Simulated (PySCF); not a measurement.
Radial density of O (oxygen, neutral)

UHF, [He] 2s1 2p5, high-spin 3P determinant (an excited configuration). All numbers are calculated (PySCF 2.14, scalar relativity by spin-free X2C-1e, in aug-cc-pCVQZ-DK (9s8p6d4f2g, 109 functions)).

```csv
r (bohr),4πr²ρ (e/bohr),4πr²(ρα − ρβ)
0.00307,0.03680,0.0010
0.00517,0.09848,0.0028
0.00870,0.2595,0.0073
0.0146,0.6608,0.0185
0.0246,1.584,0.0441
0.0414,3.417,0.0940
0.0696,6.177,0.1646
0.117,8.346,0.2053
0.197,7.143,0.1767
0.331,3.852,0.4262
0.557,3.746,1.4578
0.937,4.468,1.9408
1.58,2.286,0.7000
2.65,0.4112,-0.0229
4.46,0.02179,-0.0114
7.50,0.0002265,-0.0002
```

Densities and radii are taken from the X2C orbitals without a picture-change correction, which distorts them close to the nucleus.

Problem. Where is the radial spin density 4πr²(ρα − ρβ) most negative, and why is it negative at all?

Solution. Around r = 2.65 bohr, down to -0.0229 e/bohr: exchange with the open shell polarises the paired shells in an unrestricted calculation.
